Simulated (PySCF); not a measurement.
A structure optimised at PBE-D3(BJ)/def2-SVP, used in a PySCF frequency run:

```xyz
13

C      1.9475     1.8368    -0.0313
C      1.7412     0.6310     0.0219
C      1.4121    -0.8046     0.0943
N      0.0947    -1.1007     0.6532
Si    -1.3533    -0.6345    -0.2213
O     -1.7053     1.0114    -0.2117
H      2.1551     2.8973    -0.0699
H      1.4664    -1.2295    -0.9336
H      2.2048    -1.3316     0.6708
H      0.0684    -0.9541     1.6681
H     -2.5273    -1.2835     0.4381
H     -1.1117    -1.1429    -1.6179
H     -0.9345     1.5626    -0.4450
```

Write its SMILES and formula.

C#CCN[SiH2]O, C₃H₇NOSi

What are its rotational constants (standard atomic weights)?

4.3557, 2.0142, 1.4689 GHz
